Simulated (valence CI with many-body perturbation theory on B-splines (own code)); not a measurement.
**Missing levels of Mo³⁵⁺**

Computed by relativistic CI+MBPT: five valence electrons over a frozen Dirac-Fock core [He], a basis of 9 s, 9 p, 8 d, 6 f, 3 g, 1 h functions for each j, with the one-electron correlation potential Σ1, the two-electron term Σ2, the three-electron term Σ3, Breit, model QED; selected CI, second order for the rest (own B-spline code, finite nucleus).

No measured spectrum was set against this ion. As an estimate, large intervals hold to a few tenths of a per cent, small ones and those within an open d or f shell to about a per cent. Among the levels kept, up to 2000 cm⁻¹ of a level comes from second order outside the variational space, and about a tenth of that is noise between levels of different J, which matters for small intervals.

| Level | E (eV) |
| --- | --- |
| (2s^2 2p1/2^2 2p3/2) J=3/2 | 0.00 |
| (2s^2 2p1/2 2p3/2^2) J=3/2 | ? |
| (2s^2 2p1/2 2p3/2^2) J=5/2 | 114.53 |
| (2s^2 2p1/2 2p3/2^2) J=1/2 | 135.56 |
| (2s^2 2p3/2^3) J=3/2 | 234.64 |
| (2s 2p1/2^2 2p3/2^2) J=5/2 | 253.32 |
| (2s 2p1/2^2 2p3/2^2) J=1/2 | 299.54 |
| (2s 2p1/2^2 2p3/2^2) J=3/2 | 300.29 |
| (2s 2p1/2 2p3/2^3) J=3/2 [a] | ? |
| (2s 2p1/2 2p3/2^3) J=5/2 | ? |
| (2s 2p1/2 2p3/2^3) J=1/2 | ? |
| (2s 2p1/2 2p3/2^3) J=3/2 [b] | 430.36 |
| (2s 2p3/2^4) J=1/2 | 535.17 |
| (2p1/2^2 2p3/2^3) J=3/2 | 602.17 |
| (2p1/2 2p3/2^4) J=1/2 | 715.20 |
| (2s^2 2p1/2^2 3s) J=1/2 | 2653.17 |
| (2s^2 2p1/2^2 3p1/2) J=1/2 | 2700.13 |
| (2s^2 2p1/2^2 3p3/2) J=3/2 | ? |
| (2s^2 2p1/2 2p3/2 3s) J=3/2 [a] | 2754.04 |
| (2s^2 2p1/2 2p3/2 3s) J=1/2 | ? |

Levels are named by their leading jj configuration (3d3/2^4 stands for four electrons in 3d with j = 3/2), which in mixed levels can hold well under half, so a name can repeat and another be missing. Letters in brackets count levels of one name in rising energy.

Question: The levels stand in rising order. What does the calculation give for the missing energies?

Answer: (2s^2 2p1/2 2p3/2^2) J=3/2 98.72; (2s 2p1/2 2p3/2^3) J=3/2 [a] 371.93; (2s 2p1/2 2p3/2^3) J=5/2 394.90; (2s 2p1/2 2p3/2^3) J=1/2 418.46; (2s^2 2p1/2^2 3p3/2) J=3/2 2738.65; (2s^2 2p1/2 2p3/2 3s) J=1/2 2759.55.
